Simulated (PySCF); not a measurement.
Molecules (atom-mapped SMILES):
1. `[F:1][c:2]1[cH:3][cH:4][n:5][cH:6][cH:7]1`
2. `[F:1][c:2]1[cH:3][cH:4][cH:5][cH:6][n:7]1`
3. `[F:1][c:2]1[cH:3][cH:4][n:5][cH:6][cH:7]1`

Couplings at B3LYP/pcJ-1, PySCF 2.14, geometries GFN2-xTB, gas phase, one conformer each, non-relativistic.

Problem. List the couplings to 19F of 5 Hz or more (2 Hz over four bonds), one row for each set of pairs made equivalent by symmetry, fast rotation or ring inversion, averaged. Isotopes: 13C, 19F, 1H, 15N; all four Ramsey terms are included.

Solution. 
```json
{"molecule": "1", "pair": "F1, C2", "bonds": "1", "J (Hz)": "-329.6"}
{"molecule": "1", "pair": "F1, C3", "bonds": "2", "J (Hz)": "10.3"}
{"molecule": "1", "pair": "F1, H(C3)", "bonds": "3", "J (Hz)": "9.1"}
{"molecule": "1", "pair": "F1, N5", "bonds": "4", "J (Hz)": "-9.4"}
{"molecule": "1", "pair": "F1, H(C4)", "bonds": "4", "J (Hz)": "9.1"}
{"molecule": "2", "pair": "F1, C2", "bonds": "1", "J (Hz)": "-305.6"}
{"molecule": "2", "pair": "F1, N7", "bonds": "2", "J (Hz)": "-53.5"}
{"molecule": "2", "pair": "F1, C3", "bonds": "2", "J (Hz)": "32.7"}
{"molecule": "2", "pair": "F1, C6", "bonds": "3", "J (Hz)": "12.6"}
{"molecule": "2", "pair": "F1, C5", "bonds": "4", "J (Hz)": "8.0"}
{"molecule": "2", "pair": "F1, H(C4)", "bonds": "4", "J (Hz)": "7.5"}
{"molecule": "3", "pair": "F1, C2", "bonds": "1", "J (Hz)": "-329.6"}
{"molecule": "3", "pair": "F1, C3", "bonds": "2", "J (Hz)": "10.3"}
{"molecule": "3", "pair": "F1, H(C3)", "bonds": "3", "J (Hz)": "9.1"}
{"molecule": "3", "pair": "F1, N5", "bonds": "4", "J (Hz)": "-9.4"}
{"molecule": "3", "pair": "F1, H(C4)", "bonds": "4", "J (Hz)": "9.1"}
```

One-bond C–F values run tens of Hz too large at this level.
